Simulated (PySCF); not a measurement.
# Excitation energy of As by level of theory

As [Ar] 3d10 4s2 4p3 (4S) → As [Ar] 3d10 4s2 4p2 5s1 (4P), as a difference of total energies. All numbers are calculated (PySCF 2.14, a scalar-relativistic core potential, in aug-cc-pVTZ-PP with ECP10MDF (6s5p4d2f, 55 functions)). Correlated levels: valence: 3s2 3p6 3d10 frozen. The calculations carry no spin-orbit coupling.

```json
{"method": "UHF", "excitation energy (cm⁻¹)": "50827"}
{"method": "MP2 (valence)", "excitation energy (cm⁻¹)": "52705"}
{"method": "SCS-MP2 (valence)", "excitation energy (cm⁻¹)": "52186"}
{"method": "CCSD (valence)", "excitation energy (cm⁻¹)": "52258"}
{"method": "CCSD(T) (valence)", "excitation energy (cm⁻¹)": "52340"}
```

Errors of the correlated levels include the incompleteness of this basis and the frozen core.

For comparison: 52101 cm⁻¹ (measured; NIST levels, between the centres of gravity of the two terms).
